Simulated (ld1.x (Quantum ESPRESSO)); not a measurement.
## Pseudopotential generation for titanium (Ti): TM, PBE, scalar-relativistic.

ld1.x (Quantum ESPRESSO) 7.5 input, shortened:

```
&input
   title='Ti', zed=22., rel=1, dft='PBE', iswitch=3,
   config='[Ar] 3d2 4s0 4p0'
 /
 &inputp
   pseudotype=2, tm=.true., lloc=0,
   nlcc=.true., rcore=1.00
 /
3
3P  2  1   6.00   0.00  1.10  1.10  0.0
3D  3  2   2.00   0.00  1.90  1.90  0.0
3S  1  0   2.00   0.00  0.95  0.95  0.0
 &test
   configts(1)='3s2 3p6 3d2 4s0 4p0'
 /
```

All-electron outer shells of the reference configuration (PBE, scalar-relativistic, ld1.x):

```tsv
shell	level (eV)	outermost node (bohr)	outermost maximum (bohr)
2p	-460.19	–	0.22
3s	-78.55	0.40	0.87
3p	-54.77	0.37	0.90
3d	-19.68	–	0.97
4s	-16.90	1.23	2.61
4p	-12.41	1.35	3.03
```

Results:

```
Cutoffs needed           : 140 Ry and 230 Ry (the cutoffs (Ry, on a coarse ladder) from which the occupation-weighted sum of valence levels, in a spherical-Bessel basis at the reference potential, stays within 10 and 1 mRy of its value at 400 Ry)
Ghost test               : no extra level below or beside the all-electron valence levels (p, d, s, f tested) (spherical-Bessel basis up to 400 Ry, 20 bohr box)
Largest excitation error : +498 meV (all-electron minus pseudo) for 3s2 3p6 3d0 4s0 4p0, out of 7 test configurations
```

Generation and tests took about 0.97 s on one core of a shared server CPU.
